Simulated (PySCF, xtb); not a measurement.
Zr(F)(SH)3 (FH3S3Zr), SMILES [SH][Zr]([F])([SH])[SH], multiplicity 1.

xtb with GFN2-xTB at its own geometry gives an orbital gap of 1.79 eV and a dipole moment of 1.91 D.

Coordinates come from a B3LYP-D3(BJ)/def2-SVP optimisation. The multiplicity is an assumed one; no other spin state was optimised. The structure was generated by enumeration; whether it is a known compound was not checked. The def2 effective core potentials stand for the cores of Zr; spin–orbit coupling is left out. Other conformers were not sampled.

Question: What does r2SCAN/def2-TZVP run with PySCF give? (The exact figures need the calculation; the answer reports its results.)

Answer: gap 4.03 eV (levels -6.97 and -2.94 eV), dipole 1.40 D.
